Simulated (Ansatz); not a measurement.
[VO2F2]- (VO2F2⁻). Charge -1, multiplicity 3. Geometry PBE-D4/def2-SVPD, that of the charge -1 singlet; atoms count from 1.

```
atom    x (Å)    y (Å)    z (Å)
  V1  -0.0147   0.0349  -0.0328
  O2  -1.2368  -0.1226  -1.0913
  O3   0.6526   1.5054  -0.2092
  F4   1.2321  -1.2515  -0.3293
  F5  -0.6331  -0.1662   1.6626
```

At PBE0-D4/def2-TZVPD a singlet of charge -1 lies 3.00 eV below the triplet at the same geometry.

Question: Estimate the Mulliken populations from the PBE0/def2-TZVPD orbitals of Ansatz.

Answer: 
```json
{"atom": "V1", "charge (e)": "1.95", "spin (α − β)": "0.74", "d electrons": "3.13"}
{"atom": "O2", "charge (e)": "-0.73", "spin (α − β)": "0.62", "d electrons": "–"}
{"atom": "O3", "charge (e)": "-0.73", "spin (α − β)": "0.62", "d electrons": "–"}
{"atom": "F4", "charge (e)": "-0.74", "spin (α − β)": "0.01", "d electrons": "–"}
{"atom": "F5", "charge (e)": "-0.74", "spin (α − β)": "0.01", "d electrons": "–"}
```
Mulliken values and Mayer orders depend strongly on the basis. With diffuse functions, as here, like atoms can get unlike values, and bond orders can come out too low or too high.

Question: Where does the spin sit?

Answer: Summed by element: V 0.74, O 1.24, F 0.03, of 2 unpaired in all. Largest on single atoms: V1 0.74, O2 0.62, O3 0.62.

Question: And the Mayer bond orders between bonded heavy atoms (over 0.3)?

Answer: V1–O2 1.19 (1.62 Å); V1–O3 1.19 (1.62 Å); V1–F4 0.33 (1.82 Å); V1–F5 0.33 (1.82 Å). Values over 0.3 also appear between atoms too far apart for a bond (O2–O3 0.38 at 2.65 Å); they arise where an orbital or an unpaired electron spreads over both atoms.
